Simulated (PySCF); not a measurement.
C9H12.
Z-matrix (Å and degrees, PBE0-D3(BJ)/def2-SVP geometry), rows numbered from 1:
```
C 
C   1  1.5198
C   2  1.5328  1  113.94
C   3  1.5053  2  113.44  1   -62.89
C   4  1.3993  3  121.34  2   100.15
C   5  1.3942  4  121.07  3  -177.96
C   6  1.3934  5  120.10  4    -0.01
C   7  1.3947  6  119.51  5    -0.08
C   8  1.3927  7  120.12  6     0.09
H   1  1.1005  2  111.29  3  -179.24
H   1  1.1024  2  111.23  3   -59.30
H   1  1.1011  2  111.40  3    60.55
H   2  1.1034  1  109.73  3   121.84
H   2  1.1040  1  109.58  3  -122.19
H   3  1.1029  2  109.22  1    59.36
H   3  1.1024  2  108.89  1   175.26
H   5  1.0937  4  119.20  3     2.17
H   6  1.0929  5  119.80  4  -179.88
H   7  1.0926  6  120.26  5  -179.83
H   8  1.0929  7  120.06  6  -179.64
H   9  1.0942  4  119.30  3    -2.27
```

Method: PySCF 2.14.0, density-fitted response routines, TDDFT B3LYP/def2-SVPD, vertical, gas phase, core orbitals frozen in the response.

Computed states:

| state | E (eV) | f |
| --- | --- | --- |
| S1 | 5.29 | 0.0014 |
| S2 | 5.91 | 0.037 |
| S3 | 6.47 | 0.051 |
| S4 | 6.68 | 0.095 |
| S5 | 6.80 | 0.498 |
| S6 | 6.81 | 0.340 |
| S7 | 7.03 | 0.020 |
| S8 | 7.04 | 0.105 |
| S9 | 7.24 | 0.026 |
| S10 | 7.27 | 0.015 |

Each state is given a Gaussian of 0.3 eV full width at half maximum, with ε(max) = 2.175×10⁸ f / Δν̃ (Δν̃ the width in cm⁻¹). The width is an assumption, not a result. The curve ends short of the highest state used, and states not computed would add to its high-energy end.

Question: Give the broadened spectrum and its maxima.

Answer: 
```
λ (nm)  ε (L mol⁻¹ cm⁻¹)
 185.9             53302
 187.2             37682
 188.5             25055
 189.8             16299
 191.0             11131
 192.3              7628
 193.6              5347
 194.9              3704
 196.1              2544
 197.4              1614
 198.7              1014
 199.9               738
 201.2               714
 202.5               940
 203.8              1368
 205.0              1881
 206.3              2468
 207.6              2972
 208.9              3281
 210.1              3336
 211.4              3139
 212.7              2730
 213.9              2243
 215.2              1690
 216.5              1186
 217.8               778
 219.0               498
 220.3               292
 221.6               164
 222.9                94
 224.1                63
 225.4                53
 226.7                58
 228.0                70
 229.2                85
 230.5               102
 231.8               116
 233.0               124
 234.3               127
 235.6               123
 236.9               113
 238.1               101
 239.4                84
 240.7                68
 242.0                52
 243.2                39
 244.5                27
 245.8                19
 247.0                12
 248.3                 8
 249.6                 5
 250.9                 3
 252.1                 2
 253.4                 1
 254.7                 0
 256.0                 0
```

Maxima: 234 nm (5.29 eV), ε about 130, made up of S1 (100%); 210 nm (5.91 eV), ε about 3300, made up of S2 (100%) (ε in L mol⁻¹ cm⁻¹; maxima over ε = 5, shares over 10%). At its high-energy end, 6.67 eV, the curve is still rising (ε about 54000, from S4, S5 and S6).

Question: Coming from long wavelengths, where does ε first pass 100 L mol⁻¹ cm⁻¹?

Answer: At about 238 nm (5.21 eV), 0.09 eV below S1.

Question: On this curve, what absorbance would a 10⁻⁵ mol/L sample give at 193 nm over a 1 cm path?

Answer: 193 nm is 6.424 eV, where ε is about 6300 L mol⁻¹ cm⁻¹, so A = ε c l ≈ 0.063 (Beer–Lambert, with the gas-phase spectrum and the assumed width).

Question: What would ε be at 5.91 eV, the highest of these maxima, with half the width (0.15 eV)?

Answer: About 6690 L mol⁻¹ cm⁻¹ against 3340, a factor of about 2.00; a lone state at its own centre would give exactly 2.

The vertical ionisation energy (ΔSCF) is 8.73 eV, 1.46 eV above S10.

One conformer stands for the species.
